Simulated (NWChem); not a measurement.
System: CH6GeMg; SMILES [CH3][Mg][GeH3]

The following NWChem deck was run.

```
start job
memory heap 200 mb stack 900 mb global 1100 mb
geometry units angstroms noautoz
  Mg    -0.405973    -1.150883    -0.000498
  C     -0.485971    -3.240957     0.000577
  H      0.448310    -3.683507    -0.369265
  H     -1.296743    -3.615972    -0.637774
  H     -0.656583    -3.640423     1.008923
  Ge    -0.307050     1.448394    -0.001843
  H     -1.244142     2.133516     1.039406
  H      1.100078     2.042969     0.312041
  H     -0.701642     2.112881    -1.356195
end
basis spherical
  * library 6-31g*
end
dft
  xc scan
  grid fine
  iterations 150
  mulliken
end
task dft gradient
```

Excerpt of the output:

```
             Northwest Computational Chemistry Package (NWChem) 7.3.0
             --------------------------------------------------------

 C3  symmetry detected

                             Geometry "geometry" -> ""
                             -------------------------

 Output coordinates in angstroms (scale by  1.889725989 to convert to a.u.)

  No.       Tag          Charge          X              Y              Z
 ---- ---------------- ---------- -------------- -------------- --------------
    1 Mg                  12.0000     0.00000000     0.00000000     1.30256838
    2 C                    6.0000    -0.00000000    -0.00000000     3.39417305
    3 H                    1.0000     1.01983914     0.02422043     3.80015368
    4 H                    1.0000    -0.48894406    -0.89531682     3.80015368
    5 H                    1.0000    -0.53089508     0.87109639     3.80015368
    6 Ge                  32.0000    -0.00000000     0.00000000    -1.29859068
    7 H                    1.0000    -1.28935169     0.59052703    -1.94713940
    8 H                    1.0000     1.15608726     0.82134780    -1.94713940
    9 H                    1.0000     0.13326443    -1.41187484    -1.94713940

 Effective nuclear repulsion energy (a.u.)     185.5060177904

      Symmetry information
      --------------------

 Group name             C3
 Group number              5
 Group order               3
 No. of unique centers     5

                                 NWChem DFT Module
                                 -----------------

 Summary of "ao basis" -> "ao basis" (spherical)
 ------------------------------------------------------------------------------
       Tag                 Description            Shells   Functions and Types
 ---------------- ------------------------------  ------  ---------------------
 Mg                          6-31g*                  8       18   4s3p1d
 C                           6-31g*                  6       14   3s2p1d
 H                           6-31g*                  2        2   2s
 Ge                          6-31g*                 12       32   5s4p3d

      Symmetry analysis of basis
      --------------------------

        a          30
        e+         23
        e-         23

  Rotation of axis

            General Information
            -------------------
          SCF calculation type: DFT
          Wavefunction type:  closed shell.
          No. of atoms     :     9
          No. of electrons :    56
           Alpha electrons :    28
            Beta electrons :    28
          Charge           :     0
          Spin multiplicity:     1
          Use of symmetry is: on ; symmetry adaption is: on
          Maximum number of iterations: 150
          AO basis - number of functions:    76
                     number of shells:    38
          Convergence on energy requested:  1.00D-06
          Convergence on density requested:  1.00D-05
          Convergence on gradient requested:  5.00D-04

              XC Information
              --------------
                         SCAN Method XC Functional
                  SCAN metaGGA Exchange Functional  1.000
                        SCAN Correlation Potential  1.000

             Grid Information
             ----------------
          Grid used for XC integration:  fine
          Radial quadrature: Mura-Knowles
          Angular quadrature: Lebedev.
          Tag              B.-S. Rad. Rad. Pts. Rad. Cut. Ang. Pts.
          ---              ---------- --------- --------- ---------
          Mg                  1.50      123          11.0       770
          C                   0.70       70          13.0       590
          H                   0.35       60          14.0       590
          Ge                  1.25      140          12.0       974
          Grid pruning is: on
          Number of quadrature shells:   453
          Spatial weights used:  Erf1

      Superposition of Atomic Density Guess
      -------------------------------------

 Sum of atomic energies:       -2315.26630515

      Non-variational initial energy
      ------------------------------

 Total energy =   -2316.201754
 1-e energy   =   -3596.079435
 2-e energy   =    1094.371663
 HOMO         =      -0.255190
 LUMO         =      -0.020550

      Symmetry analysis of molecular orbitals - initial
      -------------------------------------------------

  Numbering of irreducible representations:

     1 a           2 e+          3 e-

  Orbital symmetries:

     1 a           2 a           3 a           4 a           5 e+
     6 e+          7 a           8 a           9 e+         10 e+
    11 a          12 a          13 a          14 e+         15 e+
    16 e+         17 e+         18 a          19 e+         20 e+
    21 a          22 a          23 e+         24 e+         25 e+
    26 e+         27 a          28 a          29 a          30 e+
    31 e+         32 a          33 e+         34 e+         35 a
    36 e+         37 e+         38 a

[...]

                         DFT ENERGY GRADIENTS

    atom               coordinates                        gradient
                 x          y          z           x          y          z
   1 Mg      0.000000   0.000000   2.461497    0.000000   0.000000   0.000524
   2 C      -0.000000  -0.000000   6.414057    0.000000  -0.000000   0.002747
   3 H       1.927217   0.045770   7.181249    0.000440   0.000029  -0.000404
   4 H      -0.923970  -1.691903   7.181249   -0.000195  -0.000396  -0.000404
   5 H      -1.003246   1.646133   7.181249   -0.000246   0.000367  -0.000404
   6 Ge     -0.000000   0.000000  -2.453981   -0.000000   0.000000   0.000058
   7 H      -2.436521   1.115934  -3.679560   -0.002330   0.001069  -0.000705
   8 H       2.184688   1.552122  -3.679560    0.002091   0.001483  -0.000705
   9 H       0.251833  -2.668057  -3.679560    0.000239  -0.002553  -0.000705
```

Level: SCAN/6-31G* (spherical d). Geometry: optimised at B3LYP/6-31G* (spherical d).
